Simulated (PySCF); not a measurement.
CH6AlNO2, SMILES [OH][Al]([OH])[NH]C. Atoms are numbered in the order given.

```xyz
11

Al     0.0116     0.5294     0.0000
N      0.7297    -1.0894     0.0000
C      0.0141    -2.3549     0.0000
H      1.7375    -1.2166     0.0000
H      0.2369    -2.9736    -0.8910
H      0.2369    -2.9736     0.8910
H     -1.0713    -2.1706     0.0000
O     -1.6885     0.6155     0.0000
H     -2.1844     1.4379     0.0000
O      0.9171     1.9726     0.0000
H      1.8722     2.0644     0.0000
```
Charge 0, spin multiplicity 1.

Geometry: B3LYP-D3(BJ)/def2-SVP. The structure was generated by enumeration; whether it is a known compound was not checked. The values are those of a single conformer.

The numbers are results of PySCF with PBE/def2-TZVP, not measurements.

ESP charges are fitted to the potential on shells at 1.4 to 2.0 van der Waals radii. Atomic charges (e):

```
atom  meta-Löwdin  Mulliken  ESP fit
----  -----------  --------  -------
Al1             …      0.52     0.97
N2              …     -0.38    -0.78
C3              …     -0.28     0.16
H4           0.22      0.20     0.31
H5           0.10      0.11     0.00
H6           0.10      0.11     0.00
H7           0.12      0.14     0.03
O8          -0.77     -0.52    -0.72
H9           0.35      0.31     0.40
O10         -0.77     -0.51    -0.79
H11          0.35      0.30     0.41
```

### Question
What belongs in the gaps? (An estimate is asked for; the answer gives what the named calculation found.)

### Answer

- Al1, meta-Löwdin: 1.10
- N2, meta-Löwdin: -0.59
- C3, meta-Löwdin: -0.23
